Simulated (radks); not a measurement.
Spherical jellium clusters: N electrons in a uniform positive sphere of charge N and radius rs N^(1/3), rs = 3.25 bohr. Method: non-relativistic Kohn-Sham, PBE, spin-polarised, spherical densities; computed with a radial shooting solver with Libxc functionals. Levels are named by radial order and angular momentum (1s, 1p, 1d, 2s, ...), and open shells are averaged over m. Each electron was tried in the lowest free levels, single moves between levels near the top were tried too, and the lowest total energy was kept; such a search can miss a lower state. Energies include the self-energy of the background; IP and EA are vertical (highest electron removed, lowest free level filled), at fixed background; spill-out counts the electrons outside the background radius R, and alpha is the static dipole polarisability from linear response (closed shells only). A dash means not computed or, for alpha, an open shell; in EA it means that no bound solution was reached, which is typical of self-interaction and does not show that the anion is unstable. Real open-shell clusters deform, which this model forbids.

N                         open shells  2S  E/N (eV)  E(N+1) + E(N-1) - 2E(N) (eV)  IP (eV)  spill-out (e)
1                    1s(up 1, down 0)   1    -1.172                             -        -           0.44
2                                none   0    -1.643                         1.419    6.089           0.63
3                    1p(up 1, down 0)   1    -1.327                        -0.836    4.213           0.97
4                    1p(up 2, down 0)   2    -1.377                        -0.602    4.985           1.18
5                    1p(up 3, down 0)   3    -1.528                         0.539    5.409           1.32
6                    1p(up 3, down 1)   2    -1.539                        -0.596    4.703           1.48
7                    1p(up 3, down 2)   1    -1.632                        -0.397    5.202           1.60
8                                none   0    -1.751                         1.706    5.498           1.71
9                    1d(up 1, down 0)   1    -1.654                        -0.373    3.700           1.91
10                   1d(up 2, down 0)   2    -1.614                        -0.317    4.070           2.08
11                   1d(up 3, down 0)   3    -1.610                        -0.271    4.353           2.22
12                   1d(up 4, down 0)   4    -1.629                        -0.233    4.578           2.34
13                   1d(up 5, down 0)   5    -1.663                         0.504    4.761           2.44
14  1d(up 5, down 0) 2s(up 1, down 0)   6    -1.657                        -0.168    4.206           2.71
15                   1d(up 5, down 2)   3    -1.662                        -0.300    4.405           2.66
16                   1d(up 5, down 3)   2    -1.686                        -0.201    4.609           2.76
17                   1d(up 5, down 4)   1    -1.718                        -0.173    4.775           2.85
18                               none   0    -1.757                         0.181    4.913           2.93
19                   2s(up 1, down 0)   1    -1.782                         0.369    4.697           3.11
20                               none   0    -1.786                         0.691    4.333           3.34
21                   1f(up 1, down 0)   1    -1.756                        -0.182    3.676           3.45
22                   1f(up 2, down 0)   2    -1.738                        -0.165    3.840           3.55
23                   1f(up 3, down 0)   3    -1.729                        -0.151    3.984           3.65
24                   1f(up 4, down 0)   4    -1.726                        -0.138    4.111           3.73
25                   1f(up 5, down 0)   5    -1.729                        -0.127    4.225           3.81
26                   1f(up 6, down 0)   6    -1.737                        -0.117    4.328           3.89
27                   1f(up 7, down 0)   7    -1.749                         0.460    4.421           3.96
28                   1f(up 7, down 1)   6    -1.743                        -0.145    3.936           4.04
29                   1f(up 7, down 2)   5    -1.743                        -0.131    4.065           4.11
30                   1f(up 7, down 3)   4    -1.747                        -0.119    4.179           4.19
31                   1f(up 7, down 4)   3    -1.755                        -0.109    4.281           4.26
32                   1f(up 7, down 5)   2    -1.766                        -0.101    4.373           4.33
33                   1f(up 7, down 6)   1    -1.779                        -0.093    4.457           4.39
34                               none   0    -1.794                             -    4.533           4.46

All shells are closed at N = 2, 8, 18, 20, 34 (there: 1s2 1p6 1d10 2s2 1f14); the second difference of the energy has clear peaks (12 % above both neighbours; the first and last values, which can be the largest, are not judged, and half-filled shells can peak too) at N = 5, 8, 13, 20, 27.
